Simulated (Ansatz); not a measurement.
Ansatz (a program for electronic structure) input (RI-MP2/cc-pVTZ):
A basis named .json is the Basis Set Exchange file of that set.

Ansatz 0.2 input:
```yaml
crystal:
  periodic: [false, false, false]
  atoms:
    - {symbol: C, position_ang: [2.62354131, -0.07648354, -0.62401741]}
    - {symbol: C, position_ang: [1.13919953, 0.28693350, -0.66902059]}
    - {symbol: C, position_ang: [0.33194608, -0.26907549, 0.51362469]}
    - {symbol: C, position_ang: [-1.15402277, 0.08276627, 0.49109654]}
    - {symbol: C, position_ang: [-1.77380583, 0.99377239, 1.27084056]}
    - {symbol: C, position_ang: [-1.92996567, -0.71640079, -0.54592594]}
    - {symbol: H, position_ang: [3.08549782, 0.29062395, 0.29771044]}
    - {symbol: H, position_ang: [3.18039366, 0.34716136, -1.46706227]}
    - {symbol: H, position_ang: [2.76222977, -1.16194183, -0.64532784]}
    - {symbol: H, position_ang: [0.70746977, -0.07308123, -1.60848072]}
    - {symbol: H, position_ang: [1.02400676, 1.37533049, -0.67560707]}
    - {symbol: H, position_ang: [0.48080785, -1.36486480, 0.52887713]}
    - {symbol: H, position_ang: [0.76811436, 0.12054472, 1.43944894]}
    - {symbol: H, position_ang: [-1.01292965, 1.43872784, 1.95975301]}
    - {symbol: H, position_ang: [-2.97952325, -0.42389926, -0.49862897]}
    - {symbol: H, position_ang: [-1.86075003, -1.80405817, -0.37339295]}
    - {symbol: H, position_ang: [-1.57667287, -0.55361732, -1.57687699]}
basis:
  gaussian:
    orbitals: cc-pVTZ
    fitting: {mean_field: def2-universal-jkfit, correlation: cc-pVTZ-RIFIT.json}
total_charge: -1
magnetization: {spin_polarized: false}
correlation: {method: mp2, electrons: outside_noble_gas}
```

Output:

```
Functional definition: HF
integrals: 0.48 GiB planned
648 factors; integrals over basis functions are off by at most 9.5e-1 eV
0.73 GiB of device memory are held for the factors and their scratch space
mean field: 1.22 GiB planned
mean field evaluation 1: about -6351.2439 eV, gradient 3.8e1 eV
mean field evaluation 2: about -6355.1500 eV, gradient 1.7e1 eV
mean field evaluation 4: about -6356.0205 eV, gradient 1.7e0 eV
mean field evaluation 8: about -6356.0332 eV, gradient 1.2e-6 eV
mean field -6356.03322816 eV, -233.5799128610 hartree, gradient 1.2e-6 eV, S^2 0.000000; 0 other end points of the search recorded, 0 dependent functions left out
6 core orbitals not correlated
816 factors; their error is unknown
reference -6356.03322816 eV, -233.5799128610 hartree; 18, 18 occupied and 310, 310 virtual orbitals, 816 factors
second order -28.50118532 eV of doubles, -0.00000000 eV of singles
Total energy: -6384.53441349 eV, -234.6273121029 hartree
```

It need not be the lowest isomer of its formula. Whether it binds its extra electron was not tested at this geometry.
